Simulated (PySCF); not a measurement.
Compound: C3H10N2O2Si2.
Numbering: `[NH2:1][Si@@H:2]1[CH2:3][O:4][C@@H:5]([CH:6]=[O:7])[SiH2:8][NH:9]1`

Structure used (GFN2-xTB), in Å, numbered top down from 1:
```xyz
19
C3H10N2O2Si2 angstrom
N      2.9454   -0.1846   -0.9382
Si     1.4599   -0.8995   -0.4490
C      0.0969   -0.2079   -1.5889
O     -1.2008   -0.2676   -1.0196
C     -1.4086    0.6589    0.0269
C     -2.8431    0.7948    0.3203
O     -3.3356    1.6576    1.0056
Si    -0.6241    0.0422    1.6842
N      0.9330   -0.5003    1.1722
H      2.9942    0.7933   -1.1736
H      3.8053   -0.4792   -0.5074
H      1.6362   -2.3473   -0.5587
H      0.3082    0.8245   -1.9025
H      0.0270   -0.8060   -2.4978
H     -0.9747    1.6349   -0.2237
H     -3.4510   -0.0270   -0.1028
H     -0.4879    1.1732    2.6002
H     -1.4352   -1.0478    2.2322
H      1.5452   -0.8032    1.9133
```

Definitions: NICS(0) = −σiso at the ring centroid; NICS(1) = −σiso and NICS(1)zz = −σzz at ±1 Å along the ring normal z. Level: GIAO PBE0/pcSseg-1 (PySCF, non-relativistic, gas phase) on the GFN2-xTB geometry, one conformer.

Ring bond lengths (Å), with Mayer bond orders in brackets: Si2–C3 1.907 (0.89), C3–O4 1.418 (0.88), O4–C5 1.413 (0.87), C5–Si8 1.934 (0.79), Si8–N9 1.727 (0.99), N9–Si2 1.751 (0.92).

Task: What do the NICS probes read (ppm)?

Result: 
```json
{"ring": "Si2–C3–O4–C5–Si8–N9", "type": "6-membered ring with N, O and 2 Si; formal bonds all single", "NICS(0)": "-1.2", "NICS(1), two faces": "-0.8 / -1.0", "NICS(1)zz, two faces": "3.8 / 5.3", "rms pucker (Å)": "0.22", "centre to ring atoms, mean (Å)": "1.63"}
```

Task: What do they say, and how far can they be read as aromaticity?

Result: 
- Si2–C3–O4–C5–Si8–N9: mean NICS(1)zz 4.6 ppm, deshielded. Si2, C3, C5, Si8 have four or more neighbours, and the NICS criterion for π rings isn't applied.

Task: What is the mean of the two in-plane components of NICS at the second NICS(1) probe listed for ring Si2–C3–O4–C5–Si8–N9, 1 Å off the ring?

Result: The isotropic value is a third of the trace: (3 × -1.0 − (5.3))/2 = -4.2 ppm.

Task: How shielded are the nuclei of the rings and their hydrogens (means over atoms taken as equivalent)?

Result: 
```json
{"atoms": "Si2", "environment": "SiH silicon", "σ isotropic (ppm)": "388.7", "principal values of the symmetric part, first atom (ppm)": "347.1, 378.9, 440.2"}
{"atoms": "C3", "environment": "sp3 carbon bound to oxygen", "σ isotropic (ppm)": "123.6", "principal values of the symmetric part, first atom (ppm)": "91.0, 97.2, 182.6"}
{"atoms": "O4", "environment": "cyclic ether oxygen", "σ isotropic (ppm)": "332.1", "principal values of the symmetric part, first atom (ppm)": "275.5, 326.0, 394.6"}
{"atoms": "C5", "environment": "sp3 carbon bound to oxygen", "σ isotropic (ppm)": "100.1", "principal values of the symmetric part, first atom (ppm)": "84.6, 88.9, 126.8"}
{"atoms": "Si8", "environment": "SiH2 silicon", "σ isotropic (ppm)": "393.5", "principal values of the symmetric part, first atom (ppm)": "357.1, 385.3, 438.0"}
{"atoms": "N9", "environment": "nitrogen bridging silicon atoms", "σ isotropic (ppm)": "235.3", "principal values of the symmetric part, first atom (ppm)": "209.2, 234.9, 261.7"}
{"atoms": "H12", "environment": "Si–H hydrogen", "σ isotropic (ppm)": "26.64", "principal values of the symmetric part, first atom (ppm)": "22.6, 24.8, 32.5"}
{"atoms": "H13", "environment": "methylene hydrogen", "σ isotropic (ppm)": "28.40", "principal values of the symmetric part, first atom (ppm)": "23.6, 28.6, 33.0"}
{"atoms": "H14", "environment": "methylene hydrogen", "σ isotropic (ppm)": "27.52", "principal values of the symmetric part, first atom (ppm)": "23.3, 26.9, 32.5"}
{"atoms": "H15", "environment": "methine hydrogen", "σ isotropic (ppm)": "27.65", "principal values of the symmetric part, first atom (ppm)": "24.2, 27.1, 31.5"}
{"atoms": "H17", "environment": "Si–H hydrogen", "σ isotropic (ppm)": "26.94", "principal values of the symmetric part, first atom (ppm)": "23.3, 24.9, 32.6"}
{"atoms": "H18", "environment": "Si–H hydrogen", "σ isotropic (ppm)": "26.82", "principal values of the symmetric part, first atom (ppm)": "23.6, 24.6, 32.2"}
{"atoms": "H19", "environment": "N–H hydrogen", "σ isotropic (ppm)": "31.79", "principal values of the symmetric part, first atom (ppm)": "23.5, 29.2, 42.7"}
```
